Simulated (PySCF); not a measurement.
Isomers of C6H9F2 (doublet state), one GFN2-xTB conformer each. Single-point energies are computed at B3LYP/pcH-1 (PySCF, gas phase, no added dispersion term), electronic only. GFN2-xTB treats the open shell by occupation alone, and not every SCF solution was tested for stability.

Question: Rank them by B3LYP/pcH-1 energy, lowest first (kJ/mol).
A. `[CH3:1][CH2:2][CH:3]/[CH:4]=[CH:5]\[CH:6]([F:7])[F:8]` (doublet state) with C1–C2–C3–C4 -128°, C2–C3–C4–C5 179°, C4–C5–C6–F7 61°
B. `[CH3:1][CH:2][C@@H:3]1[CH2:4][C@@H:5]1[CH:6]([F:7])[F:8]` (doublet state) with C1–C2–C3–C4 -154°, C4–C5–C6–F7 82°
C. `[CH2:1]=[CH:2][CH:3][C@@H:4]([CH3:5])[CH:6]([F:7])[F:8]` (doublet state) with C1–C2–C3–C4 -179°, C2–C3–C4–C5 121°, C3–C4–C6–F7 61°
D. `[CH2:1]=[C:2]([F:3])[CH:4][C@@H:5]([CH3:6])[CH2:7][F:8]` (doublet state) with C1–C2–C4–C5 179°, C2–C4–C5–C6 128°, C4–C5–C7–F8 -62°
E. `[CH2:1][C@H:2]([F:3])/[CH:4]=[C:5](\[CH3:6])[CH2:7][F:8]` (doublet state) with H–C1–C2–F3 -159° and 34°, C1–C2–C4–C5 83°, C4–C5–C7–F8 -1°

Answer: C (0.0), A (3.2), D (22.3), B (80.7), E (108.8).

As drawn, the lowest has two fluorines on one carbon, which the highest lacks. Neighbours under 21 kJ/mol apart (C=C[CH][C@@H](C)C(F)F and CC[CH]/C=C\C(F)F; CC[CH]/C=C\C(F)F and C=C(F)[CH][C@@H](C)CF) can change places with a better method, another conformer or zero-point energy. GFN2-xTB itself gives, in the same order: 4.7, 0.0, 5.1, 32.7, 92.6. GFN2-xTB puts CC[CH]/C=C\C(F)F lowest instead; measured from each level's own lowest isomer, the values differ by up to 48.0 kJ/mol (C[CH][C@@H]1C[C@@H]1C(F)F: 32.7 against 80.7).
